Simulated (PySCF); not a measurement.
RuCl₃⁺, quintet: molecular constants

Level of theory: UB3LYP in PySCF with Ru def2-SVP with ECP28, Cl def2-SVP; scalar-relativistic core potentials, no spin–orbit coupling; density-fitted integrals.

The structure is a minimum.

```json
{"Point group": "C2v", "Bond lengths": "Ru–Cl 2.176 Å, Ru–Cl 2.212 Å (×2)", "Bond angles": "Cl–Ru–Cl 106.0° (×2), Cl–Ru–Cl 147.9°", "Highest occupied level (α)": "-13.83 eV", "Heat capacity Cp at 298.15 K": "75.5 J/(mol K)", "Principal quadrupole moments (Buckingham, traceless) about the centre of mass": "-5.20, 2.46, 2.75 D Å", "Entropy at 298.15 K and 1 bar (electronic part: spin only)": "360.6 J/(mol K)", "Dipole moment about the centre of mass": "0.16 D", "Enthalpy at 298.15 K above 0 K": "18.11 kJ/mol", "Lowest empty level (β)": "-11.59 eV", "Spin squared ⟨S²⟩": "6.020", "Principal polarisabilities": "32.4, 74.2, 104.4 bohr³", "Rotational symmetry number": "2", "Rotational constants": "0.09048, 0.05332, 0.03355 cm⁻¹", "Zero-point energy": "9.3 kJ/mol"}
```

Harmonic modes (masses in u: Ru 101.904, Cl 34.969):
| symmetry | ω (cm⁻¹) | IR (km/mol) | type |
| --- | --- | --- | --- |
| b1 | 65 | 4.0 | bend |
| b2 | 97 | 0.2 | bend |
| a1 | 107 | 0.2 | bend |
| a1 | 385 | 0.3 | stretch |
| a1 | 443 | 15.3 | stretch |
| b2 | 454 | 45.0 | stretch |

In C2v the vibrations span b1 + 2b2 + 3a1. Here b1 is antisymmetric to the molecular plane and b2 lies in it.

Charges (e):
```tsv
atom	Mulliken	Löwdin	polar tensor	spin (Mulliken)	Mayer order to Ru1
Ru1	0.62	-0.30	1.34	2.81	–
Cl2	0.17	0.49	-0.04	0.40	1.50
Cl3,4	0.10	0.40	-0.15	0.40	1.39
```

Mulliken populations on Ru1 (electrons outside its core potential): s 2.41, p 6.52, d 6.44, f 0.01.

Formally Ru is in oxidation state +4, d4, with 4 unpaired electrons (the high-spin count). The Mulliken spin on Ru is 2.81. The polar-tensor charge on Ru, 1.34, is far below the formal one.

Only a few start shapes were tried, so a lower isomer may exist. With open d or f shells other occupations or spin states may lie lower.

The final relaxation and frequency run took 91 s on 2 threads of a shared Arm Neoverse N1 host, with 85 basis functions and 11 gradients; the process peaked at 1 GiB. Launch command: `OMP_NUM_THREADS=2 python axn.py task.json out`.
